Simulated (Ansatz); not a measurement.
A run for Ansatz (a first-principles code): R-PBE0/def2-TZVPP on BeF-, 2S+1 = 1, a spin state set in the input, which need not be the lowest. Charge -1.

Ansatz 0.2 input:
```yaml
crystal:
  periodic: [false, false, false]
  atoms:
    - {symbol: Be, position_ang: [0.00000000, 0.00000000, 0.00000000]}
    - {symbol: F, position_ang: [0.00000000, 0.00000000, 1.45300000]}
basis:
  gaussian:
    orbitals: def2-TZVPP
hamiltonian:
  xc: {name: PBE0}
total_charge: -1
relax: {f_tol: 0.002, max_steps: 120}
```

The log:

```
WARN ansatz: RAYON_NUM_THREADS=1 ignored (pool sized by the plan → 1); use --threads N
Functional definition: PBE0
integrals: 0.00 GiB planned
297 factors; their error is unknown
mean field: 0.08 GiB planned
mean field evaluation 1: about -3099.2720 eV, gradient 1.0e2 eV
mean field evaluation 2: about -3089.1648 eV, gradient 1.5e2 eV
mean field evaluation 4: about -3117.3648 eV, gradient 4.1e-1 eV
mean field evaluation 8: about -3117.3772 eV, gradient 6.4e-3 eV
mean field -3117.37724614 eV, -114.5615007614 hartree, gradient 1.6e-5 eV, S^2 0.000000; 0 other end points of the search recorded, 0 dependent functions left out
the calculation of the forces begins
reference -3117.37726603 eV, -114.5615014923 hartree; 7, 7 occupied and 43, 43 virtual orbitals, 297 factors
relax step   1: F+E_penalty+E_count = -3117.37724614 eV  Δ(F+E_penalty+E_count) = +0.000e0 eV  max|allowed force component| = 8.226e-1 eV/Å  Δτ_max = 0.0000 Å  (23 SCF iters, accepted)
these checks for a lower state are left out or cut short: starts, cluster_reference, orbital_swaps, neighbouring_geometries, increment
integrals: 0.00 GiB planned
297 factors; their error is unknown
mean field: 0.08 GiB planned
mean field evaluation 16: about -3117.3767 eV, gradient 1.7e-3 eV
mean field -3117.38755247 eV, -114.5618795119 hartree, gradient 2.0e-5 eV, S^2 0.000000; 0 other end points of the search recorded, 0 dependent functions left out
the calculation of the forces begins
reference -3117.38757231 eV, -114.5618802412 hartree; 7, 7 occupied and 43, 43 virtual orbitals, 297 factors
relax step   2: F+E_penalty+E_count = -3117.38755247 eV  Δ(F+E_penalty+E_count) = -1.031e-2 eV  max|allowed force component| = 5.051e-1 eV/Å  Δτ_max = 0.0077 Å  (26 SCF iters, accepted)
these checks for a lower state are left out or cut short: starts, cluster_reference, orbital_swaps, neighbouring_geometries, increment
integrals: 0.00 GiB planned
297 factors; their error is unknown
mean field: 0.08 GiB planned
mean field -3117.39310302 eV, -114.5620834909 hartree, gradient 1.9e-5 eV, S^2 0.000000; 0 other end points of the search recorded, 0 dependent functions left out
the calculation of the forces begins
reference -3117.39312279 eV, -114.5620842177 hartree; 7, 7 occupied and 43, 43 virtual orbitals, 297 factors
relax step   3: F+E_penalty+E_count = -3117.39310302 eV  Δ(F+E_penalty+E_count) = -5.551e-3 eV  max|allowed force component| = 5.740e-2 eV/Å  Δτ_max = 0.0120 Å  (27 SCF iters, accepted)
these checks for a lower state are left out or cut short: starts, cluster_reference, orbital_swaps, neighbouring_geometries, increment
integrals: 0.00 GiB planned
297 factors; their error is unknown
mean field: 0.08 GiB planned
mean field evaluation 32: about -3117.3827 eV, gradient 9.4e-5 eV
mean field -3117.39314268 eV, -114.5620849486 hartree, gradient 1.8e-5 eV, S^2 0.000000; 0 other end points of the search recorded, 0 dependent functions left out
the calculation of the forces begins
reference -3117.39316247 eV, -114.5620856758 hartree; 7, 7 occupied and 43, 43 virtual orbitals, 297 factors
relax step   4: F+E_penalty+E_count = -3117.39314268 eV  Δ(F+E_penalty+E_count) = -3.967e-5 eV  max|allowed force component| = 3.574e-2 eV/Å  Δτ_max = 0.0019 Å  (27 SCF iters, accepted)
these checks for a lower state are left out or cut short: starts, cluster_reference, orbital_swaps, neighbouring_geometries, increment
integrals: 0.00 GiB planned
297 factors; their error is unknown
mean field: 0.08 GiB planned
mean field -3117.39316851 eV, -114.5620858977 hartree, gradient 2.5e-5 eV, S^2 0.000000; 0 other end points of the search recorded, 0 dependent functions left out
the calculation of the forces begins
reference -3117.39318829 eV, -114.5620866246 hartree; 7, 7 occupied and 43, 43 virtual orbitals, 297 factors
relax step   5: F+E_penalty+E_count = -3117.39316851 eV  Δ(F+E_penalty+E_count) = -2.582e-5 eV  max|allowed force component| = 7.741e-5 eV/Å  Δτ_max = 0.0007 Å  (19 SCF iters, accepted)
integrals: 0.00 GiB planned
297 factors; their error is unknown
mean field: 0.08 GiB planned
mean field -3117.39316851 eV, -114.5620858977 hartree, gradient 2.5e-5 eV, S^2 0.000000; 1 other end points of the search recorded, 0 dependent functions left out
the calculation of the forces begins
reference -3117.39318829 eV, -114.5620866246 hartree; 7, 7 occupied and 43, 43 virtual orbitals, 297 factors
Total energy: -3117.39318829 eV, -114.5620866246 hartree
Atom 0 at    -0.000000     0.000000     0.018593 Å, force    -0.000000    -0.000000     0.000077 eV/Å
Atom 1 at     0.000000    -0.000000     1.434407 Å, force     0.000000     0.000000    -0.000077 eV/Å
Dipole moment:    -0.000000    -0.000000     1.201672 e Å
```

Self-consistency was reached.

Cost: very roughly 2.9 core-seconds.
